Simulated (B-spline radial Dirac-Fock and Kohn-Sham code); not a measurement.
## Dipole and non-dipole photoemission parameters of As⁺ 3d3/2

System: arsenic as As⁺, [Ar] 3d10 4s2 4p2; threshold 61.05 eV (orbital energy of the model). Model: Dirac-Hartree-Slater photoionisation with a Latter tail; cross sections with all multipoles, angular parameters from the dipole term and its interference with E2. Program: a radial finite-basis atomic code.

For linearly polarised light dσ/dΩ = σ/(4π) [1 + β P₂(cos θ) + (δ + γ cos²θ) sin θ cos φ], with θ from the polarisation vector and φ the angle between the beam and the projection of the electron momentum on the plane normal to the polarisation.

| hν (eV) | σ (kb) | β | γ | δ |
| --- | --- | --- | --- | --- |
| 71 | 1190 | 0.286 | 0.000 | 0.005 |
| 74.6 | 1470 | 0.104 | -0.003 | 0.006 |
| 80 | 1860 | -0.006 | -0.006 | 0.007 |
| 100 | 2700 | 0.100 | -0.010 | 0.011 |
| 217 | 1700 | 0.855 | 0.015 | 0.021 |
| 240 | 1440 | 0.921 | 0.022 | 0.023 |
| 305 | 906 | 1.052 | 0.046 | 0.027 |
| 347 | 682 | 1.106 | 0.065 | 0.029 |
| 349 | 673 | 1.109 | 0.065 | 0.029 |
| 512 | 261 | 1.206 | 0.142 | 0.038 |
| 513 | 260 | 1.206 | 0.143 | 0.038 |
| 1060 | 30.8 | 1.171 | 0.392 | 0.064 |
| 1253.6 | 17.9 | 1.131 | 0.464 | 0.073 |
| 2010 | 3.56 | 0.977 | 0.671 | 0.112 |
| 2100 | 3.05 | 0.961 | 0.690 | 0.117 |
| 2260 | 2.34 | 0.933 | 0.721 | 0.125 |
| 2984.4 | 0.845 | 0.826 | 0.834 | 0.163 |
| 4000 | 0.278 | 0.715 | 0.943 | 0.214 |
| 4840 | 0.132 | 0.646 | 1.009 | 0.254 |
| 5010 | 0.115 | 0.634 | 1.020 | 0.262 |
| 6460 | 0.0417 | 0.548 | 1.098 | 0.327 |
| 7090 | 0.0285 | 0.518 | 1.123 | 0.354 |
| 8047.8 | 0.0169 | 0.478 | 1.154 | 0.393 |
| 9251.7 | 0.00945 | 0.434 | 1.183 | 0.441 |
| 9380 | ? | ? | ? | ? |
| 10600 | 0.00532 | 0.392 | 1.204 | 0.491 |

**Question.** Give the values at 9380 eV.

**Answer.** σ = 0.00892 kb, β = 0.430, γ = 1.186, δ = 0.446.

Values without a named source are computed, but for edge energies of neutral atoms, which are taken from tables.
